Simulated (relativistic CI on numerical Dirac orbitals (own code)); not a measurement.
L2,3 absorption of manganese in several valence states

Computed multiplet spectra 2p⁶3dⁿ → 2p⁵3dⁿ⁺¹ (Dirac-Coulomb-Breit ions, Slater integrals scaled by 0.8, an assumed crystal field that grows with the charge, no charge transfer; 300 K; Lorentzian 0.4 eV and Gaussian 0.3 eV FWHM at both edges, so that L2 comes out sharper than in experiment). Peaks over 5 % are given in eV from the highest peak in the L3 region of each spectrum (height, largest 100). S of the lowest state is read from ⟨S²⟩, and the branching ratio is the share of L3, cut at the minimum between the edges.

Field parameters in Wybourne normalisation: Td as Oh with Dq negative (B⁴₀ = 21Dq, B⁴₄ = √(5/14) B⁴₀). The field is a parameter set, without covalency.

- Mn²⁺ (d5, Td, 10Dq = -6950 cm⁻¹): S = 2.50, high spin, branching ratio 0.76; peaks -1.7 (12), 0.0 (100), 1.1 (38), 3.7 (12), 9.7 (11), 10.5 (16), 11.7 (20), 12.1 (23)
- Mn³⁺ (d4, Td, 10Dq = -9000 cm⁻¹): S = 2.00, high spin, branching ratio 0.67; peaks -4.3 (6), -3.4 (9), 0.0 (100), 0.7 (95), 5.0 (8), 6.5 (29), 7.7 (25), 9.0 (20), 11.1 (39)
- Mn⁴⁺ (d3, Td, 10Dq = -11000 cm⁻¹): S = 1.50, branching ratio 0.62; peaks -2.4 (19), 0.0 (100), 0.6 (97), 2.1 (57), 3.7 (26), 7.2 (32), 8.5 (31), 9.2 (33), 10.9 (41), 11.5 (41), 11.8 (40)
- Mn⁵⁺ (d2, Td, 10Dq = -13000 cm⁻¹): S = 1.00, branching ratio 0.51; peaks -2.5 (13), 0.0 (100), 2.2 (13), 3.2 (24), 6.7 (13), 8.1 (53), 8.9 (32), 10.7 (65)

The centroid of the whole edge, which also moves with the branching ratio, lies at 645.3 (Mn²⁺), 648.3 (Mn³⁺), 652.4 (Mn⁴⁺), 657.9 (Mn⁵⁺) eV in this ionic model, in steps of 3.0 to 5.5 eV. Compounds show about 1 to 2 eV a unit and lower energies for the high valences, since ligands screen the charge. The multiplet shape follows the d count and the spin state, and so serves as a fingerprint of valence.
